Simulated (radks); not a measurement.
Task: Sb3+, 48 electrons, occupied as [Kr] 4d9 5s2 5p1 (not the ground configuration). All-electron calculation, scalar-relativistic Kohn-Sham, PBE, spin-unpolarised, spherical densities, finite nucleus; Fermi nuclear charge, rms radius 4.6802 fm. Program: a radial shooting solver on a logarithmic mesh with Libxc functionals. Some entries of the table are withheld. Estimate them.

orbital,occ.,eigenvalue (eV),r(max) (bohr)
1s,2,(1),0.01835
2s,2,-4650.831,0.1037
2p,6,(2),0.08305
3s,2,-943.0222,0.2999
3p,6,-789.3433,(3)
3d,10,-554.8882,0.2442
4s,2,-186.2927,(4)
4p,6,-138.9120,0.7599
4d,9,-69.6103,0.8380
5s,2,-41.7763,1.769
5p,1,-31.1047,(5)
6s,0,(6),3.965
4f,0,-12.0767,2.547

Result: 
(1) 1s eigenvalue (eV): -30342.93
(2) 2p eigenvalue (eV): -4179.441
(3) 3p r(max) (bohr): 0.2934
(4) 4s r(max) (bohr): 0.7212
(5) 5p r(max) (bohr): 2.027
(6) 6s eigenvalue (eV): -16.4179
